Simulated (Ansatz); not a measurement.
`C[SiH](C)C` and `C[SiH](C)CO` differ in one atom or group.

Ansatz, PBE0-D4/def2-TZVP geometries, multiplicity 1. Each molecule was computed in one conformer, which needn't be the lowest.

```tsv
property	`C[SiH](C)C`
LUMO energy (PBE0/def2-TZVPP) / eV	1.11
size of the dipole moment (PBE/def2-TZVPP) / D	0.61
LUMO energy (ωB97M-V/def2-TZVPP) / eV	2.47
HOMO–LUMO gap (ωB97M-V/def2-TZVPP) / eV	13.27
HOMO–LUMO gap (PBE0/def2-TZVPP) / eV	9.64
size of the dipole moment (B3LYP/def2-TZVPP) / D	0.57
```

(1) What does the change do to each property? (Estimate.)

Results:

(1) Computed: 
```tsv
property	`C[SiH](C)CO`	shift
LUMO energy (PBE0/def2-TZVPP) / eV	0.72	-0.39
size of the dipole moment (PBE/def2-TZVPP) / D	2.00	1.39
LUMO energy (ωB97M-V/def2-TZVPP) / eV	2.19	-0.28
HOMO–LUMO gap (ωB97M-V/def2-TZVPP) / eV	11.75	-1.52
HOMO–LUMO gap (PBE0/def2-TZVPP) / eV	7.93	-1.71
size of the dipole moment (B3LYP/def2-TZVPP) / D	2.07	1.50
```

With PBE0 the HOMO rises by 1.32 eV and the LUMO falls by 0.39 eV, so the gap narrows by about 1.71 eV. PBE moves the HOMO by 1.51 eV and ωB97M-V by 1.24 eV. Dipoles are sizes alone; their direction can turn.

B3LYP here is the variant with VWN-RPA as its local correlation; programs differ in this.
